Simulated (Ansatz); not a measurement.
`[CH3][GeH]([CH3])[C]#N` + HCl → `[CH3][GeH]([CH3])[Cl]` + `C#N` at 400 K and 1 bar (ligand exchange at a Ge–C bond).

Gas-phase electronic energies from Ansatz, PBE0-D4/def2-TZVP geometries. CCSD(T)/CBS is the MP2 limit (def2-TZVPP, def2-QZVPP) plus CCSD(T) − MP2 in def2-TZVPP, frozen cores. This one scheme is used for every species. For Ge outer-core shells are correlated without core-valence functions, which leaves a few kJ/mol of doubt a bond. Scalar relativity is left out up to krypton.

| species | CCSD(T)/CBS energy (Eh) | H − E (kJ/mol) | S (J/(mol·K)) |
| --- | --- | --- | --- |
| `[CH3][GeH]([CH3])[C]#N` | -2249.19331 | 272.6 | 405.0 |
| HCl | -460.38127 | 29.6 | 195.4 |
| `[CH3][GeH]([CH3])[Cl]` | -2616.27253 | 250.5 | 387.5 |
| `C#N` | -93.32098 | 56.1 | 211.9 |

H − E and S are ideal-gas, rigid-rotor, harmonic terms from PBE0-D4/def2-TZVP. 1 Eh = 2625.50 kJ/mol, R = 8.31446 J/(mol·K).

Question: By hand: ΔE, ΔH, ΔS and ΔG.

Answer: ΔE = (-2616.27253) + (-93.32098) − (-2249.19331) − (-460.38127) = -0.01893 Eh = -49.7 kJ/mol. Δ(H − E) = 250.5 + 56.1 − 272.6 − 29.6 = 4.4, so ΔH = -45.3 kJ/mol. ΔS = 387.5 + 211.9 − 405.0 − 195.4 = -1.0 J/(mol·K). ΔG = -45.3 − 400 × (-1.0)/1000 = -44.9 kJ/mol.

Question: By hand: the equilibrium constant, and the temperature at which ΔG would vanish if ΔH and ΔS stayed fixed.

Answer: log₁₀ K = −ΔG/(RT ln 10) = 5.9. ΔG = 0 at ΔH/ΔS = 45300 K, far beyond where these terms or the molecules hold.

The number of gas molecules stays the same, so ΔS is small and ΔH decides. A doubt of 5 kJ/mol in ΔE shifts log₁₀ K by 0.7 here. These are equilibria of isolated gas molecules and say nothing of rates. Largest T1 diagnostic: 0.014 (customary marks: 0.02 for closed shells, 0.045 for open ones).
